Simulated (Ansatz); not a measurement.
Reaction (formal exchange of groups at a B–O bond): `NCB(O)Cl` + CH₄ → `CB(Cl)CN` + H₂O

Program: Ansatz. Geometries: PBE0-D4/def2-TZVP. ΔE: electronic, gas phase. CCSD(T)/CBS adds triple-zeta CCSD(T) − MP2 to the extrapolated MP2 energy (def2 sets, frozen cores). This one scheme is used for every species. Functionals use def2-TZVPP. B3LYP here is the variant with VWN-RPA as its local correlation; programs differ in this. One conformer a species, not always the lowest.

(1) Is it downhill or uphill in electronic energy at CCSD(T)/CBS, and by how much? (Estimate.)

(2) What do these levels give: r2SCAN-D4, B3LYP-D4, ωB97X-V, B2PLYP, HF/def2-TZVPP, SCS-MP2/def2-QZVPP? (An estimate is asked.)

Largest T1 diagnostic among the species: 0.011.

## Answers

(1) The calculation gave: Uphill: ΔE = +121.9 kJ/mol.

(2) The calculation gave: r2SCAN-D4 128.9, B3LYP-D4 129.8, ωB97X-V 127.4, B2PLYP 132.0, HF/def2-TZVPP 137.9, SCS-MP2/def2-QZVPP 126.3 kJ/mol.

In def2-TZVPP, CCSD(T) changes the Hartree–Fock value by −10.6 kJ/mol (the triples alone add −0.4 kJ/mol) and MP2 by −11.7 kJ/mol. The D4 term adds −3.7 kJ/mol with B3LYP and −2.1 kJ/mol with PBE0; it sums over pairs of atoms, weighted by their polarisabilities, and B3LYP, whose exchange is more repulsive, gets the larger term.
